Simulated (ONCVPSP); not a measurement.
## What one change does to a pseudopotential (indium, ONCV)

ONCVPSP 4.0.1 input, shortened (lines: element, Z, core and valence counts, functional; n l f; lmax; l rc ep ncon nbas qcut; lloc lpopt rc5 dvloc0; l nproj debl; icmod fcfact rcfact), LDA (Perdew-Wang 92), scalar-relativistic:

```
  In 49.00    8    3  -001012      upf
    1    0    2.00
    2    0    2.00
    2    1    6.00
    3    0    2.00
    3    1    6.00
    3    2   10.00
    4    0    2.00
    4    1    6.00
    4    2   10.00
    5    0    2.00
    5    1    1.00
    2
    0    2.10    0.00    4    9    3.00
    1    2.20    0.00    5   10    3.80
    2    1.30    0.00    4    8    9.90
    4    5    1.05    0.00
    0    2    1.70
    1    1    0.80
    2    2    2.00
    3    5.25    1.10
```

Change: p: rc 3.16.

Cutoffs: the cutoffs (Ha) at which the residual kinetic energy of the hardest occupied pseudo-wave falls to 1 and 0.1 mHa per electron; they do not see the model core or the augmentation charge, which bear on the density cutoff. Errors are all-electron minus pseudo energies relative to the spin-unpolarised reference configuration.

Task: What does the change do?

Result: The potential gets neither clearly harder nor softer (39 Ha and 45 Ha → 39 Ha and 45 Ha); both files keep a bound ghost (p, s); of the 3 tests that both files solve, the error grows in 2 and shrinks in 0 by more than 15 % and 0.3 meV (median size 4.8 → 7.6 meV).

| quantity | base | changed |
| --- | --- | --- |
| cutoff, loose | 39 Ha | 39 Ha |
| cutoff, tight | 45 Ha | 45 Ha |
| loose cutoff by channel | s 7.2 Ha, p 4.2 Ha, d 39 Ha | s 7.2 Ha, p 3.7 Ha, d 39 Ha |
| bound ghosts | s, p | s, p |
| GHOST(+) flags under 300 eV | s at 122.9 eV | s at 122.9 eV |
| tests with a reliable result | 3 of 4 | 3 of 4 |
| error for 4d10 5s2 5p0, meV [ΔE 5.59 eV] | -1.9 | -2.4 |
| error for 4d10 5s1 5p0, meV [ΔE 25.24 eV] | -4.8 | -7.6 |
| error for 4d9 5s2 5p2, meV [ΔE 18.21 eV] | -151 | -140 |
| s: phases at 2.14 bohr within 0.05 rad from the reference energy up to (Ha; the scan ends near 5) | 3.2 | 3.2 |
| d: phases at 1.32 bohr within 0.05 rad from the reference energy up to (Ha; the scan ends near 5) | to the end of the scan | to the end of the scan |
| rms error of d²Exc/dni dnj with the model core, mHa | 2.39 | 2.39 |

 A true bound ghost makes a file unfit for plane-wave use even where its test errors are small: the radial tests pick states by their node count and pass the ghost by.
